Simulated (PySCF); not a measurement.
## Electron correlation in Sn(2+) (tin, charge +2)

Starting occupation: [Kr] 4d9 5s2 6s1, 4d3/2 with m_j = -3/2, -1/2, +1/2, +3/2, 4d5/2 with m_j = -3/2, -1/2, +1/2, +3/2, +5/2, 6s1/2 with m_j = +1/2. Calculation: PySCF 2.14, in x2c-TZVPall-2c with one added diffuse shell each of s, p, d, f type (9s10p6d3f, 90 functions); X2C-1e with screened-nucleus spin-orbit coupling, Gaussian nucleus. Frozen: [Ar] 3d10; 20 electrons correlated; the 6 highest virtual spinors left out.

MP2 pair energies summed by pair of shells (mhartree):

```
       pair  energy  share (%)
4d3/2-4d5/2  -63.03       17.4
4d5/2-5s1/2  -38.81       10.7
4d5/2-4d5/2  -35.54        9.8
4d5/2-4p3/2  -30.86        8.5
4d3/2-5s1/2  -30.14        8.3
5s1/2-5s1/2  -25.43        7.0
4d3/2-4p3/2  -22.06        6.1
4d3/2-4d3/2  -21.98        6.1
4p3/2-4p3/2  -10.43        2.9
5s1/2-6s1/2  -10.43        2.9
4p3/2-5s1/2  -10.07        2.8
4p1/2-4p3/2   -9.89        2.7
4d5/2-4p1/2   -9.85        2.7
4d3/2-4p1/2   -7.42        2.0
4p3/2-4s1/2   -6.94        1.9
4d5/2-4s1/2   -6.31        1.7
4d3/2-4s1/2   -5.02        1.4
4d5/2-6s1/2   -3.59        1.0
4p1/2-4s1/2   -3.23        0.9
4d3/2-6s1/2   -2.62        0.7
4p1/2-5s1/2   -2.59        0.7
4p1/2-4p1/2   -2.13        0.6
4s1/2-4s1/2   -1.60        0.4
4s1/2-5s1/2   -0.99        0.3
4p3/2-6s1/2   -0.90        0.2
4p1/2-6s1/2   -0.21        0.1
4s1/2-6s1/2   -0.09        0.0
```

Total MP2 correlation energy: -362.15 mhartree.

This basis was not built for core-valence correlation, so the inner-shell part is incomplete.
